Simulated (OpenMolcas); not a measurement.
**S III: effect of the IPEA shift**

| Quantity | Value |
| --- | --- |
| Program | OpenMolcas |
| Basis | ANO-RCC-VTZP [5s4p2d1f] |
| Scalar Hamiltonian | DKH2, point nucleus |
| Active space | 4 electrons in 9 orbitals (RAS2 3s 3p; RAS3 3d, at most 2 electrons) |
| State averaging | 2S+1 = 3 even, 6 roots; 2S+1 = 1 even, 12 roots; 2S+1 = 5 odd, 1 root; 2S+1 = 3 odd, 8 roots; 2S+1 = 1 odd, 8 roots |
| Spin-orbit coupling | RASSI with atomic mean-field integrals over the reference wave functions, term energies averaged over their components |

Methods on the same reference wave functions:
A. RASSCF
B. MS-RASPT2, IPEA 0 Eh, imaginary shift 0.1 Eh (closed shells correlated: 2s 2p)
C. MS-RASPT2, IPEA 0.25 Eh, imaginary shift 0.1 Eh (closed shells correlated: 2s 2p)

Energies in eV above 3s² 3p² ³P₀, the measured ground level; measured values from NIST levels in Podobedova, Kelleher and Wiese, J. Phys. Chem. Ref. Data 38, 171 (2009).

| Level | A | B | C | Measured |
| --- | --- | --- | --- | --- |
| 3s² 3p² ³P₀ | 0.0000 | 0.0000 | 0.0000 | 0.0000 |
| 3s² 3p² ³P₁ | 0.0325 | 0.0328 | 0.0328 | 0.0370 |
| 3s² 3p² ³P₂ | 0.0923 | 0.0926 | 0.0926 | 0.1033 |
| 3s² 3p² ¹D₂ | 1.6679 | 1.450 | 1.453 | 1.4038 |
| 3s² 3p² ¹S₀ | 3.7572 | 3.436 | 3.453 | 3.3675 |
| 3s 3p³ ⁵S°₂ | 6.6491 | 7.030 | 7.027 | 7.2744 |
| 3s 3p³ ³D°₁ | 10.3262 | 10.355 | 10.367 | 10.4171 |
| 3s 3p³ ³D°₂ | 10.3281 | 10.357 | 10.369 | 10.4205 |
| 3s 3p³ ³D°₃ | 10.3325 | 10.362 | 10.373 | 10.4270 |
| 3s 3p³ ³P°₂ | 12.3153 | 12.234 | 12.252 | 12.2429 |
| 3s 3p³ ³P°₁ | 12.3188 | 12.238 | 12.255 | 12.2454 |
| 3s 3p³ ³P°₀ | 12.3198 | 12.239 | 12.256 | 12.2462 |

Deviations, from unrounded energies. A percentage is the sum of absolute deviations over the sum of measured energies, with the sign that they share, or ± where signs differ.

```tsv
Against measurement	Levels	A	B	C
mean absolute deviation (cm-1)	11	1300	430	430
fine structure of the ground term (%)	2	-11.1	-10.6	-10.6
other terms of the ground configuration (%)	2	+13.7	+2.4	+2.8
other configurations (%)	7	±1.5	-0.6	±0.6
```

B, C lie about equally close to measurement and A furthest from it. The largest miss of C in the table is 3s 3p³ ⁵S°₂, by -2000 cm-1. The ranking rests on the paired levels alone, and a cruder setting can come out closer through cancelling errors.

Between B and C the level of the table that moves most is 3s² 3p² ¹S₀, by 140 cm-1 (lowest in B, highest in C). Moves below CASPT2's spread within the term are not significant.

The two smallest mean deviations differ by little beside CASPT2's spread within terms, so their order carries little weight.

From A to B the spin-free energies of the other terms of 3s² 3p² shown, above ³P, scale by factors of 0.86 to 0.91.

The lowest spin-free term lies below A's lowest term by 0.038 hartree in B, 0.037 hartree in C.

CASPT2 breaks the degeneracy within a term, and the mean is taken; among the terms shown or strongly mixed into the levels shown the widest spread is 16 cm-1 (3s² 3p² ¹D, C). The run also gave levels led by 3s 3p² 3d, 3s² 3p 3d, which use shells meant for correlation; these and all levels above them are left out. Some terms mix strongly with configurations of 3d, whose occupation reaches 0.21 (3s 3p³ ³D°, 3s 3p³ ³P°). Measured partners are found by configuration, term and J. A level has none where our copy of the source lacks it or the pairing is in doubt (some pairs that miss far off the trend of their configuration count as doubtful), and it then counts in no deviation. Levels of configurations outside the active space are missing. Levels that lie high or do not pair safely by name in every column are left out.

° marks odd parity.
